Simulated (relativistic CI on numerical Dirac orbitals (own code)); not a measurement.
**Ni: what numerical and physical settings do to a radial Dirac CI calculation**

Reference input:

```
atom Ni  Z=28  charge=0  electrons=28
nucleus A=58  rms_radius_fm=3.7757
hamiltonian dirac-coulomb  breit=on  qed=on  c_scale=1
orbitals kli  potential=per-configuration
slater_scale 1
correlation none
mixing on
grid step=0.0125 r_max=149
scf mixing=0.4 start=green max_iterations=150 tolerance=2e-08 node_fill=0.05
configurations
  [Ar] 3d8 4s2
end
```

Computed lowest total energy -1518.34006 Ha, first excitation 1300.3 cm⁻¹, 11 SCF steps. Runs with settings changed; * marks those that are bad on purpose (the QED terms keep the true α when c is scaled):

| Changed | Outcome | Lowest level | ΔE (Ha) | First excitation (cm⁻¹) | SCF steps | Message |
| --- | --- | --- | --- | --- | --- | --- |
| QED terms off | converged | 3d8 3F_4 | -0.404 | 1294.9 | 11 |  |
| SCF mixing 0.7, start potential previous | converged | 3d8 3F_4 | -3.04e-10 | 1300.3 | 11 |  |
| grid step 0.03 | converged | 3d8 3F_4 | 0.000166 | 1300.3 | 11 |  |
| speed of light × 10 | converged | 3d8 3F_4 | 11.7 | 13.6 | 11 |  |
| SCF tolerance 0.01 * | converged | 3d8 3F_4 | -0.000154 | 1297.8 | 5 |  |
| end of the grid at 22.35 bohr * | not converged |  |  |  | 11 | orbital 4s not found |

With so few configurations and no correlation, terms lie too far apart (by 10 to 50 % near neutrality), their order can be wrong, and levels of other configurations are missing.
